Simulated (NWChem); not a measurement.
Species: hydronium (H$_{3}$O cation); SMILES [OH3+]

```xyz
4

O      0.0000     0.0000     0.0788
H      0.6693     0.6693    -0.2074
H      0.2450    -0.9143    -0.2074
H     -0.9143     0.2450    -0.2074
```
Atoms are numbered in this order, from 1.

Computed with NWChem. Pople sets run with spherical d functions. Geometry: optimised at B3LYP/6-31G* (spherical d). Isotropic indirect couplings, all four terms, static geometry, non-relativistic.

For level B3LYP/6-31G**:

- J(17O atom 1, 1H atom 3) (Hz): -117.0
- J(1H atom 3, 1H atom 4) (Hz): -6.1

Task: What are these values for level B3LYP/IGLO-III?

Result: 
| Quantity | Value |
|---|---|
| J(17O atom 1, 1H atom 3) (Hz) | -112.8 |
| J(1H atom 3, 1H atom 4) (Hz) | -4.1 |
